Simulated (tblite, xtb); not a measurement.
C$_{7}$H$_{7}$O (SMILES COc1[c]cccc1), doublet, at a GFN2-xTB geometry. Base run: GFN1-xTB run with xtb.

xtb was given this input:
```
$ xtb mol.xyz --gfn 1 --uhf 1 --json

# file mol.xyz
15

C     -2.77305369    -0.08930861     0.15777734
O     -1.73653823     0.61850538    -0.47369518
C     -0.45150274     0.26462858    -0.21128690
C      0.56983971     0.95387277    -0.82654777
C      1.89273125     0.71169442    -0.66007478
C      2.26777463    -0.32046935     0.20500191
C      1.28276819    -1.04249024     0.84701157
C     -0.06077755    -0.76540013     0.65151389
H     -3.69720812     0.36304611    -0.19889193
H     -2.72260331     0.00669117     1.24778244
H     -2.76288540    -1.15013472    -0.11501725
H      2.64320398     1.29210740    -1.17494675
H      3.31299291    -0.54068682     0.36104075
H      1.55711830    -1.84343879     1.51879527
H     -0.80499138    -1.35079208     1.17042731
```

Programs used: tblite, xtb; a row that names a program was run with it.

Variants of this job, named by their change:

```tsv
change	ΔE vs base (kcal/mol)	dipole (D)	G_solv (kcal/mol)	SCF cycles
base	0.000	2.63	-	9
etemp = 10000	-31.43	3.16	-	11
alpb = acetone	-7.25	2.93	-7.56	10
acc = 0.1	0.000	2.63	-	11
acc = 0.0001	0.000	2.63	-	15
etemp = 3000	-0.74	2.77	-	10
program = tblite; method = gfn1; option = (--guess, eeq)	0.000	-	-	-
gbsa = thf	-8.09	3.00	-8.46	9
program = tblite; method = gfn1; option = --grad	0.000	-	-	-
```

ALPB and GBSA are two models with their own fitted parameters for each solvent, which aren't always the measured dielectric constant.
